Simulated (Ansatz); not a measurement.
One change: `[Li-]1[O]C=CC=[O+]1` becomes `[F][In-]1([Cl])[O]C=CC=[O+]1`.

Ansatz, PBE0-D4/def2-TZVP geometries, multiplicity 1. 

Elements past krypton have def2 core potentials.

| property | `[Li-]1[O]C=CC=[O+]1` |
| --- | --- |
| size of the dipole moment (PBE/def2-TZVPP) / D | 1.80 |
| LUMO energy (PBE0/def2-TZVPP) / eV | -0.96 |
| ideal-gas entropy at 298 K and 1 bar (rigid rotor, harmonic PBE0-D4/def2-TZVP) / J/(mol·K) | 301 |
| HOMO energy (ωB97M-V/def2-TZVPP) / eV | -8.52 |
| zero-point energy (PBE0-D4/def2-TZVP) / kJ/mol | 153.4 |
| LUMO energy (ωB97M-V/def2-TZVPP) / eV | 0.20 |

(1) Give the same properties after the change, and the shifts. (Best estimate.)

## Answers

(1) Computed: 
```
                                                                                  property  `[F][In-]1([Cl])[O]C=CC=[O+]1`  shift
                                            size of the dipole moment (PBE/def2-TZVPP) / D                            4.98   3.18
                                                        LUMO energy (PBE0/def2-TZVPP) / eV                           -2.64  -1.68
ideal-gas entropy at 298 K and 1 bar (rigid rotor, harmonic PBE0-D4/def2-TZVP) / J/(mol·K)                             418    117
                                                     HOMO energy (ωB97M-V/def2-TZVPP) / eV                          -10.16  -1.64
                                            zero-point energy (PBE0-D4/def2-TZVP) / kJ/mol                           159.4    6.0
                                                     LUMO energy (ωB97M-V/def2-TZVPP) / eV                           -0.50  -0.70
```

The zero-point energy changes by 6.0 kJ/mol with +6 modes. Dipoles are sizes alone; their direction can turn. Modes under 60 cm⁻¹, often nearly free rotors, make the harmonic entropy too high.
